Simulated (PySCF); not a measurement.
## MgIn⁺: one state, many levels of theory

State: ¹Σ⁺ (singlet), closed shell. Set-up: Mg cc-pVDZ, In cc-pVDZ-PP with ECP28; scalar-relativistic core potentials (PySCF 2.14). De refers to Mg + In⁺ in their ground configurations, without counterpoise correction. A positive dipole points towards In; it is taken about the centre of mass and depends on that origin.

| Level | Re (Å) | ωe (cm⁻¹) | De (eV) | μ (D) |
| --- | --- | --- | --- | --- |
| RHF-MP2 | 3.330 | 133 | 0.65 | n/a |
| RHF-SCS-MP2 | 3.365 | 127 | 0.59 | n/a |
| RHF-CCSD | 3.337 | 131 | 0.58 | n/a |
| RHF-CCSD(T) | 3.319 | 134 | 0.62 | n/a |
| PBE | 3.306 | 134 | 0.87 | -4.39 |
| PW91 | 3.297 | 135 | 0.89 | -4.43 |
| r²SCAN | 3.271 | 140 | 0.87 | -4.70 |
| PBE0 | 3.298 | 137 | 0.81 | -4.42 |
| M06-2X | 3.386 | 120 | 0.61 | -3.37 |
| ωB97X | 3.304 | 137 | 0.74 | -4.37 |
| B2PLYP | 3.331 | 130 | 0.70 | -4.20 |

Problem. Which functional lies closest to RHF-CCSD(T) in De, which farthest, and by how much do they differ from it?

Solution. Closest is M06-2X (+6.7 pm in Re, -10.4 % in ωe, -0.01 eV in De against RHF-CCSD(T) in the same basis), farthest PW91 (-2.2 pm in Re, +0.7 % in ωe, +0.27 eV in De). CCSD(T) converges more slowly with the basis than the functionals do and binds too weakly in this one, so the order can change at the basis-set limit.

Problem. What does the step from GGA to meta-GGA do here, going from PBE to r²SCAN?

Solution. r²SCAN less PBE: -3.5 pm in Re, +4.5 % in ωe, +0.00 eV in De. 

Problem. What does the triples do here, going from RHF-CCSD to RHF-CCSD(T)?

Solution. RHF-CCSD(T) less RHF-CCSD: -1.8 pm in Re, +2.3 % in ωe, +0.04 eV in De. Correlation nearly always deepens the well. The bond shortens, as in weak, metallic or heavy-atom bonds, where dispersion and the correlation of outer-core electrons pull the atoms together.

Correlated steps freeze 5 core orbitals. Closed-shell solutions of metal pairs were not tested for spin polarisation, which can lower them a little. Correlated levels converge slowly with the basis: in double zeta they bind strong bonds too weakly, by up to about 1 eV, and carry superposition errors of some tenths. Spin–orbit coupling is left out. For an ion De counts to the pair picked by the measured ionisation energies or electron affinities, which need not be the lowest pair at this level. B2PLYP dipoles, levels and charges come from its SCF part alone.

The whole job (state search and all levels along the bond) took about 1.3 min on 1 thread of Intel Xeon Platinum 8375C @ 2.90GHz (shared host), peak memory 0.46 GiB.
